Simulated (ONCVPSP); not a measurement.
Building the ONCV potential for terbium (Tb) (PBE, scalar-relativistic).

ONCVPSP 4.0.1 input, shortened (lines: element, Z, core and valence counts, functional; n l f; lmax; l rc ep ncon nbas qcut; lloc lpopt rc5 dvloc0; l nproj debl; icmod fcfact rcfact), PBE, scalar-relativistic:

```
  Tb 65.00   12    2        4      upf
    1    0    2.00
    2    0    2.00
    2    1    6.00
    3    0    2.00
    3    1    6.00
    3    2   10.00
    4    0    2.00
    4    1    6.00
    4    2   10.00
    4    3    8.00
    5    0    2.00
    5    1    6.00
    5    2    1.50
    6    0    1.50
    2
    0    3.45    0.00    4    9    2.20
    1    3.05    0.34    4    9    3.10
    2    2.45    0.00    5    8    3.60
    4    3    1.60    1.00
    0    1    1.00
    1    2    3.80
    2    1    0.50
    0    0.00    0.00
```

All-electron outer shells of the reference configuration (PBE, scalar-relativistic, ld1.x):

```csv
shell,level (eV),outermost node (bohr),outermost maximum (bohr)
4f,-8.23,–,0.55
6s,-3.96,1.58,3.36
5d,-2.01,0.77,1.97
```

Does the generator finish with these settings?

Yes, a potential is produced and its reference levels are reproduced.

Estimate the cutoffs (Ha) at which the residual kinetic energy of the hardest occupied pseudo-wave falls to 1 and 0.1 mHa per electron.

12 Ha and 30 Ha. The cutoffs count occupied waves only; projector 2 of the p channel, the hardest unoccupied one, needs 31 Ha at the loose tolerance.

What does a ghost test show?

Ghosts flagged at negative energy: s at -59.5 eV; GHOST(+) flagged for p at 80.1 eV. A true bound ghost makes a file unfit for plane-wave use.

Which valence shell sets the plane-wave cutoff?

5d: 12 Ha for 1 mHa per electron, against 2 Ha for 6s.

Its largest configuration-test error is +15 meV (5d1 6s2). 3 of 4 tests not solved or not reliable.
